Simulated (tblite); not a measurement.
Methyl 1-bromovinyl ketone, C₄H₅BrO.
Bonds: C1–C2 (double), C2–Br3, C2–C4, C4–C5, C4–O6 (double). Hydrogens: H7, H8 on C1; H9, H10, H11 on C5.

Computed with GFN2-xTB (tblite), gas phase: nudged elastic band of 9 images (0 to 8), spring 0.2 eV/Å², climbing image at the end, force threshold 0.05 eV/Å. No saddle search or frequency run followed, so the top image need not be a first-order saddle, and its height can exceed the method's true barrier by a kcal/mol or more.

The band describes a rotation about C2–C4 (fully substituted alkene carbon, ketone carbonyl carbon), followed by the dihedral Br3–C2–C4–C5, from the optimised start (0°) to a second optimised geometry at 180°.

Q: How does the energy change from image to image?

A: 
```csv
image,dihedral (°),E (kJ/mol),C2–C4 (Å),Br3···C5 (Å),largest true force (eV/Å)
0,0,0.00,1.495,3.10,0.01
1,23,1.81,1.496,3.14,0.03
2,45,6.74,1.498,3.25,0.04
3,68,12.30,1.503,3.40,0.04
4,91,15.95,1.504,3.62,0.03
5,114,16.41,1.502,3.88,0.02
6,137,14.32,1.496,4.09,0.02
7,158,11.14,1.492,4.20,0.03
8,180,9.30,1.491,4.24,0.01
```

Barriers of this band. The top is image 5 at 114°: 16.41 kJ/mol forward and 7.11 kJ/mol back; the end lies 9.30 kJ/mol above the start. The central bond is 0.007 Å longer at the top than at the start.

Q: What rate follows at 250 K for crossing this barrier forward?

A: Taking the electronic barrier for the free energy of activation (no zero-point or entropy terms, transmission 1), rate = (kT/h)·exp(−ΔE/kT) ≈ 2 × 10^9 s⁻¹, whose inverse is 5 × 10^-10 s. An error of 1 kcal/mol in the barrier changes this by a factor of 7, and the method and the loose band can each miss by that much or more.

Q: How would the two end points share their population at 250 K, from these energies alone?

A: exp(−ΔE/kT) with ΔE = 0.096 eV gives 0.012 for the higher one (end) against 1 for the lower, without vibrational, rotational or degeneracy terms.

Q: How long is the path, and how are the images spaced?

A: Cartesian distances between aligned neighbours (all atoms, Å): 0.80, 0.81, 0.83, 0.83, 0.81, 0.84, 0.81, 0.80; the sum is 6.53 Å, and the top lies 63 % of the way along.

The cost below is that of the whole band run. The run took 5.9 s on an Intel Xeon Platinum 8175M at 2.50 GHz with one thread, on a shared host, and the process peaked at 0.18 GiB of memory.
